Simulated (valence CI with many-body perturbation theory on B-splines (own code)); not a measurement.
**E1 transitions of Cd42+**

Level of theory: relativistic CI+MBPT: four valence electrons over a frozen Dirac-Fock core [He], a basis of 11 s, 11 p, 9 d, 7 f, 5 g, 2 h, 1 i functions for each j, with the one-electron correlation potential Σ1, the two-electron term Σ2, the three-electron term Σ3, Breit, model QED; selected CI, second order for the rest (own B-spline code, finite nucleus).

No measured spectrum was set against this ion. As an estimate, large intervals hold to a few tenths of a per cent, small ones and those within an open d or f shell to about a per cent. Among the levels kept, up to 260 cm⁻¹ of a level comes from second order outside the variational space, and about a tenth of that is noise between levels of different J, which matters for small intervals.

Lines 101 to 150 of 258 in falling wavelength, among levels below 4424.6 eV, chosen from the strongest by gf and those to the six lowest levels. Wavelengths and rates use the calculated energies. Electric multipoles are in the length gauge, E1 and E2 with the static RPA response of the core. Weak lines are less certain than strong ones. Lines between different terms over intervals too small for the method are left out, as are lines whose strength nearly cancels. The highest levels of a list are the least certain.

Levels are named by their leading jj configuration (3d3/2^4 stands for four electrons in 3d with j = 3/2), which in mixed levels can hold well under half, so a name can repeat and another be missing. Letters in brackets count levels of one name in rising energy.

```csv
λ vac (Å),Upper,Lower,A (s⁻¹),S (a.u.)
3.416,(2s 2p3/2^2 3s) J=2,(2s 2p3/2^3) J=2,2.63e+13,2.59e-03
3.416,(2p1/2^2 2p3/2 3s) J=1,(2p1/2^2 2p3/2^2) J=2,2.36e+13,1.40e-03
3.408,(2s 2p1/2 2p3/2 3s) J=2 [c],(2s 2p1/2 2p3/2^2) J=2 [b],1.13e+13,1.11e-03
3.406,(2s 2p1/2 2p3/2 3s) J=2 [a],(2s 2p1/2 2p3/2^2) J=2 [a],1.20e+13,1.17e-03
3.404,(2s 2p1/2 2p3/2 3s) J=3,(2s 2p1/2 2p3/2^2) J=3,1.02e+13,1.39e-03
3.391,(2s^2 2p1/2 3s) J=1,(2s^2 2p1/2 2p3/2) J=2,2.35e+13,1.36e-03
3.391,(2s 2p1/2 2p3/2 3s) J=2 [b],(2s 2p1/2 2p3/2^2) J=3,1.62e+13,1.56e-03
3.390,(2s 2p1/2^2 3s) J=1,(2s 2p1/2^2 2p3/2) J=2,2.08e+13,1.20e-03
3.388,(2s 2p1/2 2p3/2 3s) J=1 [a],(2s 2p1/2 2p3/2^2) J=2 [a],2.22e+13,1.28e-03
3.384,(2s^2 2p3/2 3s) J=2,(2s^2 2p3/2^2) J=2,1.54e+13,1.47e-03
3.380,(2s^2 2p1/2 3s) J=0,(2s^2 2p1/2 2p3/2) J=1,2.98e+13,5.69e-04
3.380,(2s^2 2p3/2 3s) J=1,(2s^2 2p3/2^2) J=2,2.61e+13,1.49e-03
3.378,(2s^2 2p1/2 3s) J=1,(2s^2 2p1/2 2p3/2) J=1,4.75e+12,2.71e-04
3.300,(2s 2p1/2 2p3/2 3d5/2) J=2 [a],(2s 2p1/2 2p3/2^2) J=1 [a],3.01e+13,2.67e-03
3.300,(2s 2p1/2^2 3d3/2) J=1,(2s 2p1/2^2 2p3/2) J=1,2.23e+13,1.19e-03
3.290,(2s 2p1/2 2p3/2 3d5/2) J=1 [a],(2s 2p1/2 2p3/2^2) J=1 [a],2.57e+13,1.36e-03
3.289,(2s 2p1/2 2p3/2 3d5/2) J=2 [b],(2s 2p1/2 2p3/2^2) J=1 [b],1.53e+13,1.35e-03
3.285,(2s 2p1/2 2p3/2 3d5/2) J=2 [b],(2s 2p1/2 2p3/2^2) J=2 [b],2.10e+13,1.84e-03
3.285,(2s 2p1/2 2p3/2 3d5/2) J=3 [b],(2s 2p1/2 2p3/2^2) J=2 [b],1.35e+13,1.65e-03
3.280,(2s 2p1/2 2p3/2 3d5/2) J=1 [a],(2s 2p1/2 2p3/2^2) J=0,1.08e+14,5.63e-03
3.280,(2s 2p1/2 2p3/2 3d5/2) J=1 [b],(2s 2p1/2 2p3/2^2) J=1 [b],1.24e+14,6.49e-03
3.276,(2s 2p1/2 2p3/2 3d5/2) J=0,(2s 2p1/2 2p3/2^2) J=1 [b],2.25e+14,3.91e-03
3.269,(2s 2p1/2 2p3/2 3d3/2) J=2 [c],(2s 2p1/2 2p3/2^2) J=1 [b],4.27e+13,3.68e-03
3.268,(2s 2p1/2 2p3/2 3d3/2) J=1 [c],(2s 2p1/2 2p3/2^2) J=1 [b],3.36e+13,1.74e-03
3.267,(2s 2p1/2^2 3d5/2) J=2 [a],(2s 2p1/2^2 2p3/2) J=1,1.04e+14,8.97e-03
3.266,(2s 2p1/2 2p3/2 3d3/2) J=2 [c],(2s 2p1/2 2p3/2^2) J=2 [b],7.66e+13,6.59e-03
3.265,(2s 2p1/2^2 3d5/2) J=2 [b],(2s 2p1/2^2 2p3/2) J=1,9.43e+13,8.10e-03
3.261,(2s 2p1/2 2p3/2 3d3/2) J=2 [a],(2s 2p1/2 2p3/2^2) J=2 [a],1.41e+13,1.21e-03
3.260,(2s 2p1/2 2p3/2 3d3/2) J=1 [a],(2s 2p1/2 2p3/2^2) J=2 [a],2.48e+13,1.27e-03
3.257,(2s 2p1/2 2p3/2 3d3/2) J=2 [c],(2s 2p1/2 2p3/2^2) J=1 [a],2.76e+13,2.35e-03
3.257,(2s 2p1/2 2p3/2 3d5/2) J=1 [b],(2s 2p1/2 2p3/2^2) J=0,3.48e+13,1.78e-03
3.254,(2s 2p1/2 2p3/2 3d3/2) J=2 [b],(2s 2p1/2 2p3/2^2) J=3,2.92e+13,2.48e-03
3.253,(2s 2p1/2^2 3d3/2) J=1,(2s 2p1/2^2 2p3/2) J=2,6.55e+12,3.34e-04
3.252,(2s 2p1/2 2p3/2 3d3/2) J=3 [b],(2s 2p1/2 2p3/2^2) J=3,3.01e+13,3.58e-03
3.251,(2s^2 2p1/2 3d3/2) J=2,(2s^2 2p1/2 2p3/2) J=2,3.92e+13,3.32e-03
3.250,(2s 2p1/2^2 3d3/2) J=2,(2s 2p1/2^2 2p3/2) J=2,5.72e+13,4.84e-03
3.249,(2s 2p1/2 2p3/2 3s) J=2 [b],(2s 2p1/2^2 2p3/2) J=1,2.30e+12,1.95e-04
3.242,(2s 2p1/2 2p3/2 3s) J=2 [a],(2s 2p1/2^2 2p3/2) J=2,3.13e+12,2.63e-04
3.239,(2s 2p1/2 2p3/2 3d5/2) J=2 [b],(2s 2p1/2 2p3/2^2) J=3,3.94e+13,3.30e-03
3.239,(2s^2 2p1/2 3d3/2) J=2,(2s^2 2p1/2 2p3/2) J=1,3.54e+12,2.97e-04
3.239,(2s 2p1/2 2p3/2 3d5/2) J=3 [b],(2s 2p1/2 2p3/2^2) J=3,1.48e+14,1.73e-02
3.238,(2s^2 2p3/2 3d3/2) J=2,(2s^2 2p3/2^2) J=2,1.45e+12,1.21e-04
3.238,(2s^2 2p1/2 3d3/2) J=1,(2s^2 2p1/2 2p3/2) J=2,5.40e+12,2.71e-04
3.237,(2s^2 2p3/2 3d5/2) J=1,(2s^2 2p3/2^2) J=0,2.63e+14,1.32e-02
3.237,(2s 2p1/2 2p3/2 3d5/2) J=2 [a],(2s 2p1/2 2p3/2^2) J=2 [a],1.35e+14,1.13e-02
3.236,(2s^2 2p3/2 3p3/2) J=3,(2s 2p1/2^2 2p3/2) J=2,5.64e+12,6.61e-04
3.236,(2s^2 2p3/2 3d3/2) J=3,(2s^2 2p3/2^2) J=2,2.94e+12,3.44e-04
3.236,(2s 2p1/2 2p3/2 3d5/2) J=3 [a],(2s 2p1/2 2p3/2^2) J=2 [a],1.22e+14,1.43e-02
3.233,(2s 2p1/2 2p3/2 3d5/2) J=4 [b],(2s 2p1/2 2p3/2^2) J=3,3.00e+14,4.50e-02
3.233,(2s 2p1/2^2 3d5/2) J=3,(2s 2p1/2^2 2p3/2) J=2,2.15e+14,2.51e-02
```
